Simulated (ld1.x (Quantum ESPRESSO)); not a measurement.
**Scattering properties, TM potential for Li (Z = 3)**

```
Element                 : lithium (Li)
Generator               : ld1.x (Quantum ESPRESSO) 7.5
Type                    : norm-conserving Troullier–Martins (Kleinman–Bylander form)
Functional              : PBE
Relativity              : non-relativistic
Frozen core             : none
Valence charge          : 3
Reference configuration : 1s2 2s1 2p0
Partial waves           : 2p (bound, empty): rc 4.20 bohr; 3d channel at 0.1 Ry: rc 3.25 bohr; 1s (bound): rc 0.35 bohr
Local potential         : the s channel
Core correction         : none
```

Occupied shells without a wave of their own: 2s. They enter only through the test configuration that unscreens the potential.

The phase is arctan(r·u′/u) with u = r·R(r), unwrapped; energies in Ry, scanned from -6 to 5 Ry. A pole is an energy at which the radial function vanishes at the test radius. The pseudo phase is shifted by a multiple of π to meet the all-electron one at the reference energy, and phase errors are pseudo minus all-electron; the curves can meet again beyond the range given. Levels narrower than the energy grid can be missing from the lists of poles.

Question: For each channel, where are the poles, and over which energies does the pseudopotential scatter like the atom?

Answer:

```tsv
channel	radius (bohr)	reference energy (Ry)	poles, all-electron	poles, pseudo	unbroken range about the reference energy with phases within 0.05 rad	phase error 1 Ry above the reference energy (rad)
s	4.57	-3.81	0.07, 1.95, 4.95	0.07, 1.95, 4.95	the whole range	-0.000
p	4.57	-0.08	0.24, 1.80, 4.39	0.25, 2.29	below 0.6	+0.690
d	4.57	0.10	1.05, 3.24	1.06, 3.41	below 1.8	+0.001
```

Note: ghost state, extra bound levels that the all-electron valence spectrum of the same l lacks: p at -0.81 eV. A true bound ghost makes a file unfit for plane-wave use.

Phases in the p channel:

| E (Ry) | all-electron | pseudo |
| --- | --- | --- |
| -6.00 | 1.480 | 1.480 |
| -5.74 | 1.478 | 1.478 |
| -5.48 | 1.476 | 1.476 |
| -5.22 | 1.474 | 1.474 |
| -4.96 | 1.471 | 1.471 |
| -4.70 | 1.468 | 1.468 |
| -4.44 | 1.465 | 1.465 |
| -4.18 | 1.462 | 1.462 |
| -3.92 | 1.458 | 1.458 |
| -3.66 | 1.454 | 1.454 |
| -3.40 | 1.450 | 1.450 |
| -3.14 | 1.444 | 1.444 |
| -2.88 | 1.438 | 1.438 |
| -2.62 | 1.432 | 1.431 |
| -2.36 | 1.424 | 1.423 |
| -2.10 | 1.414 | 1.414 |
| -1.84 | 1.402 | 1.402 |
| -1.58 | 1.387 | 1.387 |
| -1.32 | 1.368 | 1.367 |
| -1.06 | 1.340 | 1.339 |
| -0.80 | 1.296 | 1.295 |
| -0.54 | 1.210 | 1.210 |
| -0.28 | 0.946 | 0.946 |
| -0.02 | -0.892 | -0.892 |
| 0.24 | -1.568 | -1.564 |
| 0.50 | -1.782 | -1.763 |
| 0.76 | -2.195 | -2.049 |
| 1.02 | -4.001 | -3.323 |
| 1.28 | -4.506 | -4.331 |
| 1.54 | -4.640 | -4.541 |
| 1.80 | -4.713 | -4.628 |
| 2.06 | -4.772 | -4.679 |
| 2.32 | -4.840 | -4.717 |
| 2.58 | -4.960 | -4.748 |
| 2.84 | -5.394 | -4.779 |
| 3.10 | -7.210 | -4.814 |
| 3.36 | -7.625 | -4.857 |
| 3.62 | -7.735 | -4.924 |
| 3.88 | -7.790 | -5.055 |
| 4.14 | -7.826 | -5.444 |
| 4.40 | -7.854 | -6.798 |
| 4.66 | -7.881 | -7.449 |
| 4.92 | -7.909 | -7.625 |
